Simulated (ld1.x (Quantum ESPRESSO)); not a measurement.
**What one change does to a pseudopotential (Ti (Z = 22), TM)**

```json
{"Element": "Ti", "Generator": "ld1.x (Quantum ESPRESSO) 7.5", "Type": "norm-conserving Troullier–Martins (Kleinman–Bylander form)", "Functional": "LDA (PZ)", "Relativity": "scalar-relativistic", "Frozen core": "[Ne]", "Valence charge": "12", "Reference configuration": "3s2 3p6 3d2 4s2 4p0", "Partial waves": "3s (bound): rc 1.30 bohr; 3p (bound): rc 1.00 bohr; 3d (bound): rc 2.15 bohr", "Local potential": "the d channel", "Core correction": "none"}
```

Occupied shells without a wave of their own: 4s. They enter only through the test configuration that unscreens the potential.

Change: core correction a·sin(br)/r model core inside 0.86 bohr (4s counted twice).

Cutoffs: the cutoffs (Ry, on a coarse ladder) from which the occupation-weighted sum of valence levels, in a spherical-Bessel basis at the reference potential, stays within 10 and 1 mRy of its value at 400 Ry; they do not see the model core or the augmentation charge, which bear on the density cutoff. Errors are all-electron minus pseudo energies relative to the spin-unpolarised reference configuration.

Question: What does the change do?

Answer: The potential gets neither clearly harder nor softer (90 Ry and 160 Ry → 90 Ry and 160 Ry); of the 9 tests that both files solve, the error grows in 7 and shrinks in 2 by more than 15 % and 0.3 meV (median size 153.9 → 183.0 meV); neither file shows a bound ghost at the reference potential, the only one tested. In the changed file ld1.x takes every shell without a wave as core, so the model core holds the 4s electrons as well and exchange and correlation see them twice. This cancels in the reference configuration, but the file is broken for other ones, and its errors say nothing about a proper core correction. A model core, the more so a compact one, raises the density cutoff, which this test does not measure.

```csv
quantity,base,changed
"cutoff, loose",90 Ry,90 Ry
"cutoff, tight",160 Ry,160 Ry
bound ghosts,none,none
"error for 3s2 3p6 3d2 4s1 4p0, meV [ΔE 7.54 eV]",+1.8,-137
"error for 3s2 3p6 3d2 4s0 4p0, meV [ΔE 21.34 eV]",-119,-844
"error for 3s2 3p6 3d1 4s0 4p0, meV [ΔE 48.53 eV]",-439,-1491
"error for 3s2 3p6 3d0 4s0 4p0, meV [ΔE 92.06 eV]",-217,-1535
"error for 3s2 3p5 3d2 4s2 4p0, meV [ΔE 45.51 eV]",+204,+143
"error for 3s2 3p6 3d2 4s1 4p1, meV [ΔE 3.14 eV]",-157,-183
"error for 3s2 3p6 3d3 4s0 4p0, meV [ΔE 7.56 eV]",+154,-180
"error for 3s2 3p6 3d2 4s2 4p0 (spin-polarised), meV [ΔE -0.67 eV]",+64,+35
"error for 3s2 3p6 3d2 4s1 4p0 (spin-polarised), meV [ΔE 6.29 eV]",+70,-267
s: phases at 2.35 bohr within 0.05 rad from the reference energy up to (Ry; the scan ends near 5),-0.1,-0.1
p: phases at 2.35 bohr within 0.05 rad from the reference energy up to (Ry; the scan ends near 5),-0.2,-0.2
d: phases at 2.35 bohr within 0.05 rad from the reference energy up to (Ry; the scan ends near 5),1.0,1.0
```

Base: The 4s level has no wave, so the channel is fitted at the deeper level alone: the likely source of the large errors. Changed file: These tests converged, but a pseudo level misses the all-electron one widely, so the file describes the atom poorly there or has found another state: 3s2 3p6 3d0 4s0 4p0: empty 4s by 3.9 eV.
